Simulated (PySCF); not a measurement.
C₇H₁₁O (doublet state).
Structure used (GFN2-xTB), in Å, numbered top down from 1:
```
atom  x, y, z in Å
C1    -1.1086   -1.7093    0.0554
C2    -0.6626   -0.5005    0.7292
C3    -1.0956    0.8379    0.1375
C4    -2.2593    1.2737   -0.2941
C5     0.2951    1.3996    0.1554
C6     0.8200    0.0029    0.5293
C7     1.5803   -0.6905   -0.5929
O8     2.8353   -0.0986   -0.8325
H9    -1.5055   -2.5394    0.6061
H10   -1.0944   -1.7699   -1.0153
H11   -0.8934   -0.5507    1.7965
H12   -3.1449    0.6633   -0.2397
H13   -2.3720    2.2605   -0.7123
H14    0.6607    1.7868   -0.7942
H15    0.4495    2.1565    0.9241
H16    1.4100   -0.0363    1.4489
H17    1.6907   -1.7603   -0.3570
H18    1.0347   -0.5976   -1.5335
H19    3.3503   -0.1189   -0.0182
```

The hyperfine couplings belong to this conformer and change with its torsions.

The species is `[CH2][C@@H]1C(=C)C[C@@H]1CO` [radical].

Computed, not measured: UKS B3LYP, pcH-1 on C H O, non-relativistic, mean-field spin-orbit, GIAO in PySCF 2.14.0. Isolated species at its GFN2-xTB geometry (one conformer only). The geometry wasn't refined by DFT: couplings that depend on bond lengths, twists or pyramidal angles can differ widely from those at the functional's own minimum. The SCF solution wasn't tested for stability.

Largest spin populations (Mulliken): C1 (+1.05), C2 (-0.10) and C6 (+0.08). No atom but C1 exceeds +0.15. The positive populations add up to 1.20 and the negative ones to -0.20, together 2S = 1. The angles at C1 add up to 359.9°, so it is planar; its axial dipolar tensor and the negative couplings of its protons fit spin in a p orbital normal to that plane.

Find Q in a(H) = Q·ρ(C) for the protons on the planar carbons that carry spin.

```tsv
H	C	ρ(C)	a(H) (G)	a/ρ (G)
H9	C1	+1.051	-22.38	-21.3
H10	C1	+1.051	-21.71	-20.7
```

These protons share one ρ (within 0.01), so their mean ratio, Q = -21.0 G, is no test of linearity. In every row coupling and population have opposite signs.

Couplings in gauss use g_iso = 2.0026.
